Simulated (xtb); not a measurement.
C₃H₅ClOSi, SMILES C1=CC[Si@H](O1)Cl. All values are semi-empirical tight-binding results from xtb (GFN2-xTB unless named), good for trends rather than for accurate numbers. Geometry optimised at GFN2-xTB. The structure was generated by enumeration; whether it is a known compound was not checked. One conformer was computed; it need not be the lowest.

Estimate the properties. (An estimate is asked for; the answer gives what the named calculation found.)


```json
{
 "orbital_gap": "4.92 eV",
 "dipole_moment": "2.40 D",
 "zero_point_energy": "46.1 kcal/mol",
 "G − E(el) at 298.15 K (modified RRHO)": "26.6 kcal/mol",
 "static polarisability (D4 model)": "77.6 bohr³",
 "solvation energy, GFN2-xTB/ALPB(water)": "-0.5 kcal/mol",
 "solvation energy, GFN2-xTB/ALPB(dmso)": "-4.8 kcal/mol"
}
```
